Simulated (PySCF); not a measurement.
C2H6ClFSn, SMILES [CH3][Sn]([CH3])([F])[Cl].

Geometry: B3LYP-D3(BJ)/def2-SVP. The structure was generated by enumeration; whether it is a known compound was not checked. The def2 effective core potentials stand for the cores of Sn; spin–orbit coupling is left out.

All values below come from B3LYP/def2-TZVP (PySCF).

Isolated molecule, no solvent.

Computed frontier levels, gap, dipole moment and polarisability:
- highest occupied level = -8.17 eV
- lowest empty level = -1.26 eV
- orbital gap = 6.91 eV
- dipole moment = 4.21 D
- quadrupole, principal values (traceless, Buckingham form, about the centre of nuclear charge) = -8.16, 0.64, 7.52 D·Å
- mean static polarisability = 75.4 bohr³ (11.17 Å³)
- polarisability, principal values = 61.5, 80.6, 84.1 bohr³
